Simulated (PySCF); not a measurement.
Compound: C6H8N2.
Geometry (PBE0-D3(BJ)/def2-TZVP, Å), atoms numbered from 1 in this order:
```xyz
16
C6H8N2 angstrom
C      2.5334    0.4637   -0.2284
N      1.4635   -0.2921   -0.8058
C      0.1805   -0.2617   -0.3580
C     -0.2456    0.6426    0.6284
C     -1.5721    0.6187    1.0059
C     -2.4428   -0.2867    0.4144
C     -1.9185   -1.1407   -0.5424
N     -0.6505   -1.1419   -0.9257
H      2.6990    0.2231    0.8300
H      3.4521    0.2482   -0.7726
H      2.3493    1.5405   -0.3057
H      1.6689   -1.0529   -1.4290
H      0.4474    1.3394    1.0813
H     -1.9267    1.3073    1.7651
H     -3.4888   -0.3339    0.6867
H     -2.5573   -1.8723   -1.0311
```

Probes without a nucleus sit at each ring's centroid and 1 Å off its mean plane on both sides; NICS is minus the shielding there, NICSzz its component along the normal. Level: GIAO B97-2/pcSseg-2 (PySCF, non-relativistic, gas phase) on the PBE0-D3(BJ)/def2-TZVP geometry, one conformer.

Ring bond lengths (Å): C3–C4 1.404, C4–C5 1.379, C5–C6 1.388, C6–C7 1.386, C7–N8 1.325, N8–C3 1.337.

Q: What do the NICS probes read (ppm)?

A: 
```json
{"ring": "C3–C4–C5–C6–C7–N8", "type": "6-membered ring with N; formal bonds all aromatic", "NICS(0)": "-5.8", "NICS(1), two faces": "-8.1 / -7.9", "NICS(1)zz, two faces": "-22.9 / -22.5", "rms pucker (Å)": "0.00", "centre to ring atoms, mean (Å)": "1.37"}
```

Q: What can be read from them?

A: 
- C3–C4–C5–C6–C7–N8: mean NICS(1)zz -22.7 ppm, shielded. The ring is flat and has no four-coordinate atom; by the NICS criterion it is aromatic.

Q: And the bond-length index? Use HOMA with the parameters of Krygowski (1993).

A: 
- C3–C4–C5–C6–C7–N8: HOMA 0.98; the largest term is that of C3–C4, α(R − Ropt)² = 0.07. The geometric and the magnetic index point the same way.

Q: What are the shieldings of the ring atoms and their hydrogens in the same run (means over atoms taken as equivalent)?

A: 
```
atoms                          environment  σ isotropic (ppm)
   C3     aromatic carbon bearing nitrogen               19.9
   C4                   aromatic CH carbon               79.9
   C5                   aromatic CH carbon               41.1
   C6                   aromatic CH carbon               68.4
   C7  aromatic CH next to a ring nitrogen               27.9
   N8               pyridine-type nitrogen              -37.7
  H13                    aromatic hydrogen              25.34
  H14                    aromatic hydrogen              23.97
  H15                    aromatic hydrogen              24.95
  H16                    aromatic hydrogen              23.28
```

Q: How do the values depend on the level or the medium?

A: 
| level | NICS(0), C3–C4–C5–C6–C7–N8 | mean NICS(1)zz, C3–C4–C5–C6–C7–N8 |
| --- | --- | --- |
| B97-2/pcSseg-2, gas | -5.8 | -22.7 |
| KT3/pcSseg-2, gas | -5.5 | -21.3 |
| PBE0/pcSseg-2, gas | -5.7 | -22.9 |
| wB97X-D/pcSseg-2, gas | -5.8 | -23.3 |
| WP04/pcSseg-2, IEF-PCM chloroform | -6.0 | -21.7 |
| wB97X-D/pcSseg-2, IEF-PCM chloroform | -5.3 | -22.8 |

The geometry is the same throughout; the continuum's cavity takes Bondi-type radii × 1.2.
